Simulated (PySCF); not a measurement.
**[Tl(NH2)2]+: from a saddle point downhill**

PySCF 2.14.0, RKS PBE0, Tl def2-SVP with ECP60, N def2-SVP, H def2-SVP; non-relativistic Hamiltonian with scalar-relativistic core potentials where named; density fitting; no spin-orbit coupling. Relaxed within the symmetry of its start, the geometry (D2d) is

```xyz
7

Tl    0.0000    0.0000    0.0000
N     0.0000    0.0000    1.9615
H     0.6141    0.6141    2.4865
H    -0.6141   -0.6141    2.4865
N     0.0000    0.0000   -1.9615
H     0.6141   -0.6141   -2.4865
H    -0.6141    0.6141   -2.4865
```

and its lowest harmonic modes are -458, -458, 175, 175, 325, 645 cm⁻¹ (negative: unstable). It was moved along the lowest mode and relaxed again.

(1) Where does it end, and how much lower?

(2) How do the contacts change?

(3) Is the end a minimum?

State: singlet.

Results:

(1) In C2, 0.176 eV lower, after 13 steps:
```xyz
7

Tl    0.0388   -0.0527   -0.0004
N    -0.1071    0.1053    2.0068
H     0.7863    0.3751    2.4285
H    -0.4258   -0.7679    2.4346
N     0.1828    0.1955   -1.9989
H     0.5043   -0.6575   -2.4629
H    -0.7124    0.4792   -2.4077
```

(2) 
```json
{"contact": "Tl1–N2 (NH2)", "saddle (Å)": "1.962", "end (Å)": "2.019"}
{"contact": "Tl1–N5 (NH2)", "saddle (Å)": "1.962", "end (Å)": "2.019"}
```


(3) Yes; lowest modes 144, 168, 232, 487, 595, 716 cm⁻¹.
